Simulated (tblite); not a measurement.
Compound: C₅H₉ClO₂.
Numbering: `[CH3:1][CH2:2][C@H:3]([O:4][CH3:5])[C:6](=[O:7])[Cl:8]` (hydrogens: H9, H10, H11 on C1; H12, H13 on C2; H14 on C3; H15, H16, H17 on C5)

Cartesian coordinates in Å at the GFN2-xTB level; atoms count from 1:
```
atom  x, y, z in Å
C1    -1.9539    0.7763    0.2048
C2    -0.8824    0.7583   -0.8772
C3     0.4255    0.1185   -0.3766
O4     0.1709   -1.2274   -0.0787
C5     1.3197   -2.0187    0.1227
C6     0.9446    0.8645    0.8327
O7     1.0412    0.4923    1.9497
Cl8    1.4721    2.5044    0.3978
H9    -1.6653    1.4258    1.0280
H10   -2.8920    1.1380   -0.2078
H11   -2.1028   -0.2275    0.5920
H12   -0.6701    1.7693   -1.2250
H13   -1.2264    0.1615   -1.7226
H14    1.1921    0.2019   -1.1679
H15    0.9609   -3.0379    0.2495
H16    1.9860   -1.9707   -0.7477
H17    1.8728   -1.7164    1.0166
```

Computed with GFN2-xTB (tblite): harmonic, unscaled wavenumbers at the GFN2-xTB geometry, gas phase. The method is semi-empirical: single wavenumbers can be off by several per cent or more. One conformer, not necessarily the lowest.

Harmonic wavenumbers (cm⁻¹): 45.5, 79.5, 104.6, 156.6, 175.0, 193.1, 235.6, 281.8, 321.9, 399.6, 443.8, 475.5, 629.8, 749.5, 811.9, 882.3, 956.9, 973.3, 1065.4, 1086.2, 1110.6, 1131.0, 1140.8, 1184.3, 1221.0, 1252.8, 1297.0, 1328.6, 1406.2, 1410.1, 1459.9, 1467.2, 1482.3, 1492.5, 1497.1, 1841.4, 2810.3, 2907.3, 2954.1, 2996.8, 3002.8, 3034.6, 3040.6, 3047.5, 3063.7.

A = 2040, B = 1357, C = 1025 MHz; mass 136.029 u (most abundant isotopes); point group C1, symmetry number 1.

Q: Zero-point energy?

A: ½Σν̃ = 29324 cm⁻¹ = 83.84 kcal/mol.

Q: Give the ideal-gas entropy at 200 K and 1 bar in the rigid-rotor, harmonic-oscillator model (classical rotation).

A: Translation 38.68, rotation 27.93, vibration 19.13: S = 85.7 cal/(mol K).

Q: And Cp and H(200 K) − H(0)?

A: Cp = 27.64 cal/(mol K), of which vibrations give 19.69 (their classical limit is 45 R = 89.4); H(200 K) − H(0) = 3.68 kcal/mol without the zero-point energy, 2.09 from vibrations.

Q: What must be added to the electronic energy to get the Gibbs energy at 200 K and 1 bar?

A: ZPE + [H(200 K) − H(0)] − T·S = 83.84 + 3.68 − 17.15 = 70.37 kcal/mol.

Q: How do the functions run with temperature in this model?

A: 
```tsv
T (K)	S (cal/(mol K))	Cp (cal/(mol K))	H − H(0) (kcal/mol)	G − H(0) (kcal/mol)	ln q(vib)
150	78.4	23.8	2.39	-9.36	3.03
250	92.3	31.5	5.16	-17.92	5.66
298.15	98.2	35.3	6.76	-22.51	6.87
400	109.7	43.5	10.78	-33.10	9.35
600	130.0	56.8	20.88	-57.11	13.99
900	155.8	70.1	40.08	-100.10	20.44
```

q(vib) and H(0) count from the zero-point level.

Q: Blend soft modes into free rotors: weight 1/[1 + (100 cm⁻¹/ν̃)⁴] for the oscillator and the rest for a rotor with moment μB/(μ + B), μ = h/(8π²ν), B = 10⁻⁴⁴ kg m². What vibrational entropy results?

A: 17.89 cal/(mol K) in place of 19.13, which changes −T·S at 200 K by +0.25 kcal/mol.

Hindered rotation and anharmonicity are outside this model. Other conformers, if any are populated, would add a mixing term that is left out. The structure is chiral; the term R ln 2 for an equal mix with its mirror image is left out.
